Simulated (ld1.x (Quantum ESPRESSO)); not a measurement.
Reading a pseudo-wave (aluminium (Al))

Columns: radius, all-electron u(r) and pseudo u(r) of the 3s shell (level -7.84 eV) of aluminium in the configuration [Ne] 3s2 3p1; LDA (PZ), scalar-relativistic, RRKJ scheme, ld1.x (Quantum ESPRESSO) 7.5.

```json
{"r (bohr)": "0.095", "all-electron": "0.1297", "pseudo": "0.0078"}
{"r (bohr)": "0.190", "all-electron": "-0.0603", "pseudo": "0.0170"}
{"r (bohr)": "0.285", "all-electron": "-0.2228", "pseudo": "0.0292"}
{"r (bohr)": "0.380", "all-electron": "-0.2960", "pseudo": "0.0457"}
{"r (bohr)": "0.475", "all-electron": "-0.2918", "pseudo": "0.0679"}
{"r (bohr)": "0.570", "all-electron": "-0.2353", "pseudo": "0.0968"}
{"r (bohr)": "0.665", "all-electron": "-0.1484", "pseudo": "0.1329"}
{"r (bohr)": "0.760", "all-electron": "-0.0470", "pseudo": "0.1761"}
{"r (bohr)": "0.855", "all-electron": "0.0582", "pseudo": "0.2257"}
{"r (bohr)": "0.950", "all-electron": "0.1602", "pseudo": "0.2800"}
{"r (bohr)": "1.045", "all-electron": "0.2549", "pseudo": "0.3369"}
{"r (bohr)": "1.140", "all-electron": "0.3402", "pseudo": "0.3939"}
{"r (bohr)": "1.235", "all-electron": "0.4149", "pseudo": "0.4488"}
{"r (bohr)": "1.330", "all-electron": "0.4788", "pseudo": "0.4993"}
{"r (bohr)": "1.425", "all-electron": "0.5323", "pseudo": "0.5440"}
{"r (bohr)": "1.520", "all-electron": "0.5759", "pseudo": "0.5820"}
{"r (bohr)": "1.615", "all-electron": "0.6104", "pseudo": "0.6131"}
{"r (bohr)": "1.710", "all-electron": "0.6366", "pseudo": "0.6374"}
{"r (bohr)": "1.805", "all-electron": "0.6553", "pseudo": "0.6554"}
{"r (bohr)": "1.900", "all-electron": "0.6673", "pseudo": "0.6673"}
{"r (bohr)": "1.995", "all-electron": "0.6734", "pseudo": "0.6734"}
{"r (bohr)": "2.090", "all-electron": "0.6744", "pseudo": "0.6744"}
{"r (bohr)": "2.185", "all-electron": "0.6710", "pseudo": "0.6710"}
{"r (bohr)": "2.280", "all-electron": "0.6638", "pseudo": "0.6638"}
{"r (bohr)": "2.375", "all-electron": "0.6533", "pseudo": "0.6533"}
{"r (bohr)": "2.470", "all-electron": "0.6403", "pseudo": "0.6403"}
```

Problem. How many radial nodes do the two functions have?

Solution. The all-electron 3s function has n − l − 1 = 2; the pseudo-wave has 0, since the states of the same l below it are removed with the core.

Problem. At about which radius was the pseudo-wave matched?

Solution. 1.90 bohr, where the columns begin to agree (steps of 0.10 bohr).

Problem. Where does each function peak?

Solution. Outermost all-electron maximum near 2.09 bohr, pseudo maximum near 2.09 bohr (to the table’s step).

Problem. Is the pseudo-wave norm-conserving?

Solution. Yes: the RRKJ scheme keeps the norm inside the radius equal to the all-electron one, which fixes the energy derivative of the logarithmic derivative at the level.
